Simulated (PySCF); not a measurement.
A structure optimised at PBE-D3(BJ)/def2-SVP, used in a PySCF frequency run:

```xyz
8

Al     0.0250     0.6000     0.0000
Cl     1.6823     1.8793     0.0000
Br     0.2851    -1.6392     0.0000
O     -1.5180     1.3047     0.0000
C     -2.8457     0.8382     0.0000
H     -3.3839     1.2156     0.8973
H     -3.3839     1.2156    -0.8973
H     -2.9170    -0.2735     0.0000
```

### Question
Write its SMILES, formula and point group.

### Answer
C[O][Al]([Cl])[Br], CH3AlBrClO, Cs

### Question
What are its rotational constants (standard atomic weights)?

### Answer
1.8556, 1.2982, 0.76759 GHz
